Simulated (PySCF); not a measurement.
## HRuO + NH₃ → H₂RuN + H₂O

Level: PBE0 in the def2-TZVP basis family, computed in PySCF with density fitting; scalar-relativistic core potentials for atoms from Rb on, none lighter, no spin–orbit coupling; open shells unrestricted.

```csv
species,state and structure,E (Eh),ZPE (kJ/mol),H(298 K) − H(0) (kJ/mol),S° (J/(mol K))
HRuO,"quartet, Cs, Ru–H 1.590 Å, Ru–O 1.672 Å; H–Ru–O 104.0°",-170.59274,21.7,10.5,265.2
NH₃,"singlet, C3v, N–H 1.013 Å (×3); H–N–H 107.1° (×3)",-56.51312,90.6,10.0,192.4
H₂RuN,"doublet, Cs, Ru–H 1.601 Å (×2), Ru–N 1.580 Å; H–Ru–H 97.2°, H–Ru–N 104.2° (×2)",-150.71190,42.0,11.3,264.6
H₂O,"singlet, C2v, O–H 0.960 Å (×2); H–O–H 105.1°",-76.37736,56.5,9.9,188.7
```

Question: What is the electronic reaction energy?

Answer: At PBE0/def2-TZVP, ΔE = 43.6 kJ/mol from the differences of the total energies times 2625.5, uphill. 

Question: Add zero-point, thermal and entropy terms for 298.15 K and 1 bar.

Answer: ΔZPE = -13.8 and Δ[H(298) − H(0)] = 0.7 kJ/mol give ΔH° = 30.5 kJ/mol. ΔS° = -4.3 J/(mol K), so ΔG° = 30.5 − 298.15 × (-0.0043) = 32 kJ/mol and log₁₀K = -5.6.

Open d or f shells are single determinants, so the state found may not be the ground state. Each species is the lowest minimum found with this bonding; other isomers or fragments can lie lower.
